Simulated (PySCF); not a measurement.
## Germanium: a sound run and one with changed settings

Sound run: Ge⁺ [Ar] 3d10 4s2 4p1, Ge²⁺ [Ar] 3d10 4s2. Calculation: PySCF 2.14, in cc-pVTZ-DK; scalar relativity by spin-free X2C-1e. In the sound run the correlated levels freeze [Ar] 3d10. The sound run starts from symmetry-adapted Hartree-Fock orbitals and uses a fine grid where one is needed.

Changed run: no relativity, point nucleus. This setting is unsound on purpose.

```csv
species,method,sound run (hartree),changed run (hartree),converged
Ge⁺,UHF,-2096.77952,-2061.95249,yes
Ge⁺,B3LYP,-2098.48548,-2063.66602,yes
Ge⁺,PBE,-2098.14418,-2063.32696,yes
Ge⁺,MP2,-2096.81663,-2061.99009,yes
Ge⁺,CCSD(T),-2096.83101,-2062.00522,yes
Ge²⁺,UHF,-2096.21923,-2061.38963,yes
Ge²⁺,B3LYP,-2097.90320,-2063.08057,yes
Ge²⁺,PBE,-2097.56503,-2062.74409,yes
Ge²⁺,MP2,-2096.24766,-2061.41866,yes
Ge²⁺,CCSD(T),-2096.25859,-2061.43023,yes
```

Ionisation energy of Ge⁺:

```csv
method,sound run (eV),changed run (eV)
UHF,15.246,15.316
B3LYP,15.845,15.931
PBE,15.760,15.861
MP2,15.483,15.549
SCS-MP2,15.470,15.537
CCSD,15.555,15.624
CCSD(T),15.576,15.646
```

Most of the change in total energy is the relativistic energy itself. On top of that the contraction fixes the core shape for the Hamiltonian it was made with, so the changed run is not a good calculation with the other Hamiltonian either.

For comparison, NIST gives 15.935 eV between the lowest levels.
